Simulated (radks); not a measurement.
Spherical quantum dot in the effective-mass picture: electrons in a well V = -V0 / (1 + exp((r - R)/a)) with V0 = 3.06, R = 7.72, a = 0.89, all in effective atomic units (hartree* = m*/eps^2 hartree, bohr* = eps/m* bohr), one dielectric constant everywhere. Method: non-relativistic Kohn-Sham, PBE, spin-polarised, spherical densities; computed with a radial shooting solver with Libxc functionals. Levels are named by radial order and angular momentum (1s, 1p, 1d, 2s, ...), and open shells are averaged over m. Results are scaled to m* = 0.047 and eps = 5.5, for which hartree* = 42.28 meV and bohr* = 6.192 nm.

N = 12, configuration 1s2 1p6 1d(up 4, down 0). This is the lowest configuration that the search found. Occupied and some empty levels:

level,occupation,eigenvalue (meV),<r> (nm)
1s up,1,-33.892,29.25
1s down,1,-32.724,28.57
1p up,3,-31.589,30.77
1p down,3,-30.277,30.37
1d up,4,-27.740,32.21
1d down,0,-26.313,31.99
1f up,0,-22.648,33.53
1f down,0,-21.140,33.43
2s up,0,-19.872,23.33
2s down,0,-19.398,23.37
2p up,0,-14.268,27.20
2p down,0,-13.608,27.17

Energy (meV): total -890.452, kinetic 89.013, external -1435.5, Hartree 557.28, exchange-correlation -101.28.
